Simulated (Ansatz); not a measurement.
Reaction (cleavage of the Si–Si bond): `[AlH2][SiH]([SiH3])Cl` + `[OH][SnH2][OH]` → `[OH][SnH2][O][SiH3]` + `[AlH2][SiH2]Cl`

Calculated with Ansatz (gas phase, PBE0-D4/def2-TZVP geometries, no zero-point term in ΔE). CBS: MP2 limit from def2 TZ/QZ plus the TZ coupled-cluster correction, frozen cores. DFT in def2-TZVPP. B3LYP here is the variant with VWN-RPA as its local correlation; programs differ in this. def2 core potentials past Kr. For Sn outer-core shells are correlated without core-valence functions, which leaves a few kJ/mol of doubt a bond. One conformer a species, not always the lowest.

```tsv
level	ΔE (kcal/mol)
LDA (SPW92)	-16.3
revPBE-D4	-15.8
B3LYP-D4	-22.2
r2SCAN	-20.7
RPA@PBE/def2-TZVPP	-23.7
CCSD(T)/def2-SVP	-22.9
CCSD/def2-TZVPP	-24.1
CCSD/CBS(def2)	-23.9
```

(1) What does CCSD(T)/CBS give? (Estimate.)

(2) What do rigid-rotor, harmonic-oscillator terms from PBE0-D4/def2-TZVP frequencies (298.15 K, 1 bar) make of the CCSD(T)/CBS value? (An estimate is asked.)

Largest T1 diagnostic among the species: 0.014.

## Answers

(1) Ansatz gave: -22.9 kcal/mol. The listed levels differ from it by 6.6, 7.1, 0.7, 2.2, -0.8, 0.0, -1.2, -1.0 kcal/mol.

(2) Computed: ΔZPE = -0.6 kcal/mol, ΔH = -23.7 kcal/mol, ΔS = 16 J/(mol·K), ΔG = -24.8 kcal/mol. Modes under 50 cm⁻¹ make the entropy rough.

From PBE to PBE0 (25 % exact exchange), in def2-TZVPP and without D4, ΔE moves by −2.4 kcal/mol. Leaving LDA and LC-ωPBE aside and taking each functional with its dispersion term where it has one, the values, not all of them listed here, spread over 9.6 kcal/mol, from BHLYP-D4 to PBE-D4. In def2-TZVPP, CCSD(T) changes the Hartree–Fock value by +7.1 kcal/mol (the triples alone add +1.0 kcal/mol) and MP2 by +5.8 kcal/mol.
